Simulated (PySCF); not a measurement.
B(OH)(NH2)(NMe2) (C₂H₉BN₂O), SMILES CN(C)B(N)O. Geometry: ωB97X-D3(BJ)/def2-SVP. The values are those of a single conformer.

Computed equilibrium geometry at ωB97X-D3(BJ)/def2-SVP (PySCF confirms it by a frequency run) as bond lengths and angles (one conformer of several):
Atoms: B1 O2 H3 N4 H5 H6 N7 C8 C9 H10 H11 H12 H13 H14 H15. Bond lengths (Å): B1–O2 1.387, B1–N4 1.426, B1–N7 1.439, O2–H3 0.960, N4–H5 1.011, N4–H6 1.009, N7–C8 1.444, N7–C9 1.444, C8–H10 1.107, C8–H11 1.108, C8–H12 1.100, C9–H13 1.106, C9–H14 1.109, C9–H15 1.099. Bond angles (°): O2–B1–N4 116.5, O2–B1–N7 121.7, N4–B1–N7 121.8, B1–O2–H3 112.8, B1–N4–H5 119.5, B1–N4–H6 123.9, H5–N4–H6 114.0, B1–N7–C8 123.3, B1–N7–C9 122.5, C8–N7–C9 114.0, N7–C8–H10 111.4, N7–C8–H11 112.4, N7–C8–H12 110.9, H10–C8–H11 107.1, H10–C8–H12 106.6, H11–C8–H12 108.1, N7–C9–H13 110.9, N7–C9–H14 112.7, N7–C9–H15 110.4, H13–C9–H14 107.1, H13–C9–H15 107.1, H14–C9–H15 108.4.
